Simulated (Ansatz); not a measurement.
A structure drawn as `C[C](=O)[Al]([CH3])[F]`, with this starting geometry:

Cartesian coordinates in Å:
```
C 0.9136 -0.7533 1.4410
C 1.0485 -1.0133 -0.0586
O 1.8667 -1.8339 -0.5116
Al -0.1736 0.0425 -1.3183
C -1.4037 1.3395 -0.5409
F -0.0246 -0.2818 -3.0767
H -0.0784 -1.0032 1.7623
H 1.1803 0.3040 1.6101
H 1.6664 -1.4645 1.9330
H -1.9970 1.7724 -1.3794
H -2.1198 0.7879 0.1450
H -0.8785 2.1036 -0.0060
```

Charge 0, multiplicity 1.

**Question.** Relax it with Ansatz at PBE-D4/def2-SVP and then PBE0-D4/def2-TZVP. Is the drawn bonding still there?

**Answer.** Yes, every drawn bond is still there and no new one forms.

**Question.** Give the relaxed structure. (Estimate.)

**Answer.** Ansatz gave: 
Z-matrix (Å, degrees):
```
C
C 1 1.507
H 1 1.096 2 109.7
H 1 1.092 2 111.0 3 -121.8
H 1 1.096 2 109.7 3 116.4
O 2 1.212 1 121.0 3 121.5
Al 2 2.033 1 121.3 3 -58.6
C 7 1.941 2 125.3 1 -0.7
F 7 1.649 2 115.0 1 179.4
H 8 1.095 7 111.0 2 -60.6
H 8 1.095 7 111.1 2 57.6
H 8 1.092 7 112.2 2 178.6
```
No frequency check was run.

Atoms count as bonded under 1.1 times the sum of their covalent radii (H–H under 0.85 Å, pairs among N, O and F under 1.55 Å), and a drawn bond as lost past 1.3 times.
